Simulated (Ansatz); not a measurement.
Basis-set extrapolation for CH4FNOSi (`FC1N[SiH2]O1`) (PBE0-D4/def2-TZVP geometry, frozen core, Ansatz 0.2.0). Multiplicity 1, RHF reference.

```tsv
	def2-TZVPP	def2-QZVPP
HF	-558.051812	-558.073545
MP2 correlation	-0.964939	-1.042969
CCSD(T) correlation	-1.025202	not run
```

Energies in hartree. Use E(X) = E(∞) + A·exp(−7.88·√X) for Hartree–Fock and E(X) = E(∞) + B·X^(−2.97) for correlation, with X = 3 and 4, and add CCSD(T) minus MP2 of the smaller set to the MP2 limit.

Q: What is the CCSD(T) energy at the basis-set limit?

A: HF limit: -558.073545 + (-0.021733) × 0.13774 = -558.07654. MP2 limit: -1.042969 + (-0.078030) × 0.74074 = -1.10077. Higher-order term: -1.025202 − (-0.964939) = -0.06026. Total: -559.23757 hartree, 421.5 kJ/mol below CCSD(T)/def2-TZVPP.
